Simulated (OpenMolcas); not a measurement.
## Os4+: effect of the metal basis

Os4+ with its 6 nearest fluoride ions at 1.892 Å, on the Ge site of Cs2GeF6 (a = 9.021 Å, distance in the model lattice 1.804 Å). The rest of the host is ab initio model potentials to 7.6 Å and point charges beyond; the distance is set by hand and nothing relaxes.

```yaml
Program: OpenMolcas
Method: "SS-CASPT2, IPEA 0.25 Eh, imaginary shift 0.1 Eh (closed shells correlated: 5s 5p and the ligand valence shells)"
Spin-orbit_coupling: RASSI with atomic mean-field integrals over the reference wave functions
```

Fixed: ligand basis ANO-RCC-VDZP, active space 4 electrons in 5 orbitals (5d), DKH2 Hamiltonian.

States (labels of O, the rotations of Oh). Energies in cm-1 above the lowest state or level, χT in cm3 K/mol; under a threefold ground state the first gap can be a small split of the lowest multiplet, not the spin-orbit step.

```csv
Run,Metal basis,Ground state,First state of that spin,First gap with spin-orbit (degeneracies),χT at 300 K,First state of another spin,Cost
A,ANO-RCC-VDZP,3T1,3E 35460,"4010 (1, 3)",0.180,1T2 6990,roughly 6 core-minutes
B,ANO-RCC-VTZP,3T1,3E 35250,"3910 (1, 3)",0.186,1T2 6440,roughly 13 core-minutes
```

Against A, the first state of the same spin changes by -0.6 % in B.

Costs are those of the CASPT2 steps.

Roots that are degenerate in the reference are averaged as groups; the widest CASPT2 spread within a group is 700 cm-1 (the 3-fold group of multiplicity 3 near 90700 cm-1 above the lowest state of its run, B). Shifts and gaps below about the spread of the groups concerned are not significant. Over all roots computed the reference weight is 0.70 to 0.72 in A, 0.69 to 0.72 in B; a low but even weight reflects the number of correlated electrons. Ligand-to-metal charge-transfer states are missing. With no ligand orbital active B as a rule stays too high, so bands that hang on it stand too high and its fall with covalency is understated. With one d shell and no ligand orbital active, 10Dq can be off by a tenth or more. The least metal-like active orbital is 72 % on the metal (Löwdin) and no ligand orbital is active, so the numbers are rough (holds for A). The least metal-like active orbital is 73 % on the metal (Löwdin) and no ligand orbital is active, so the numbers are rough (holds for B). No measured value stands beside these numbers; the geometry was set by hand and not optimised.
